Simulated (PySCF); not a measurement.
Q: Give a PBE0-D3(BJ)/def2-SVP geometry of `Cl[SiH2][Se]C1C=C1`.

A: 
Z-matrix in Å and degrees, rows numbered from 1:
```
Cl
Si  1  2.0842
Se  2  2.2501  1  112.48
C   3  1.9860  2   94.52  1    68.37
C   4  1.4842  3  121.57  2   -67.59
C   5  1.2990  4   63.93  3  -105.07
H   2  1.4894  1  105.54  3   121.03
H   2  1.4875  1  107.71  3  -119.50
H   4  1.0987  3  109.40  2    83.33
H   5  1.0861  4  144.51  6   177.26
H   6  1.0865  4  144.94  5  -177.92
```

Se3 (selenium bonded to C and Si) is bent (angle 94.5°). Si2 (chlorine-bound silicon) is distorted tetrahedral (angles from 105.5° to 112.5°). The 3-membered ring C4–C5–C6 has internal angles of 52.0° to 64.1°. Of the pairs four or more bonds apart, Cl1···C5 is among the closest relative to their van der Waals radii: 3.53 Å, 102 % of the sum of Bondi's values.

The calculation used PBE0-D3(BJ)/def2-SVP geometry optimisation, gas phase (PySCF 2.14.0).

Point group: C1 (no symmetry element, even within 0.4 Å). Stationary, but not proved a minimum. One conformer, not necessarily the lowest (Cl1–Si2–Se3–C4 68°, Si2–Se3–C4–C5 -68°).
